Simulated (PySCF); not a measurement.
Simulated characterisation data

[PySCF: GIAO PBE0/pcSseg-1 shieldings; coordinates at the GFN2-xTB level; one averaged value for each set of equivalent atoms; one conformer; non-relativistic; isolated molecule]

Referencing at the same level of theory: 1H (σ = 31.72 ppm) and 13C (σ = 186.93 ppm) against TMS. Splittings of carbon signals by F and P are missing where no couplings were computed. Where no couplings were computed, multiplicities follow the n + 1 count of equivalent neighbours, and m marks all less simple cases (inequivalent or close neighbours, rings, F or P nearby). Shifts are as computed. Against solution values, carbons near 30 ppm lie about +3 ppm off and those near 130 ppm about +5 ppm; carbons on Cl a further +6 ppm. Of 1211 compounds with measured shifts, 218 miss one by over three times the rms of a fit or turn the order of signals round; such compounds aren't used in these exercises. Carbons bonded to Cl come out too deshielded.

**1.** `CO[C@@H]1OC[C@@H]1C(Cl)(Cl)Cl`, C₅H₇Cl₃O₂. 1H NMR (500 MHz, computed): δ 5.44 (m, 1H), 4.90 (m, 1H), 4.81 (m, 1H), 3.78 (m, 1H), 3.53 (s, 3H). 13C{1H} NMR (computed): δ 120.2, 107.2, 72.0, 60.2, 55.1.

**2.** `Fc1cn2ccccc2n1`, C₇H₅FN₂. 1H NMR (500 MHz, computed): δ 8.26 (d, 1H), 7.86 (d, 1H), 7.47 (m, 1H), 7.16 (m, 1H), 7.12 (m, 1H). 13C{1H} NMR (computed): δ 171.4, 143.3, 128.8, 128.5, 124.3, 118.3, 95.3.
